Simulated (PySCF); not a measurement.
CH4GeOSe.
Cartesian coordinates in Å at the PBE0-D3(BJ)/def2-SVP level; atoms count from 1:
```
atom  x, y, z in Å
Ge1   -1.1620   -0.1076    0.4026
O2     0.4860   -0.7979   -0.1147
C3     1.5426   -0.0430   -0.0830
Se4    1.6122    1.6581    0.4194
H5    -1.5363    1.0246   -0.5540
H6    -2.0037   -1.3709    0.1782
H7    -1.0811    0.2896    1.8767
H8     2.4466   -0.5804   -0.4130
```

Theory: MP2 and CCSD/aug-cc-pVDZ in PySCF, restricted Hartree–Fock reference, frozen core, non-relativistic, gas phase, PBE0-D3(BJ)/def2-SVP geometry.

E(HF) = -4590.21389 Eh.

(1) How large is the problem?

(2) What are the MP2 and CCSD correlation energies?

(3) What is the T1 diagnostic?

(4) How does correlation change the dipole moment?

Answers

(1) 154 basis functions and 84 electrons; 20 orbitals frozen, which leaves o = 22 correlated occupied and v = 112 virtual orbitals. That is o·v = 2464 singles and o·v(o·v + 1)/2 = 3036880 distinct closed-shell doubles amplitudes before symmetry; the costliest CCSD step grows as o²v⁴ = 7.6 × 10^10.

(2) MP2 -0.6079 Eh and CCSD -0.6423 Eh, which gives totals of -4590.82175 and -4590.85619 Eh. That is 0.397 eV for each correlated electron at CCSD (1686 kJ/mol in all, 0.014 % of the total energy); MP2 gives 94.6 % of the CCSD value.

(3) 0.0165, below the customary warning level of 0.02. It is the norm of the spatial-orbital singles amplitudes over the root of the number of correlated electrons, so the norm is 0.109.

(4) HF gives 2.72 D and CCSD (unrelaxed density) 2.28 D, a change of -0.44 D; the two vectors are 8° apart.

Connected triples and the basis-set limit are missing.

The job also held the EOM ionisation roots. The run took 4.2 min of wall time on x86-64 server, one thread, on a shared host.

One conformer stands for the species.
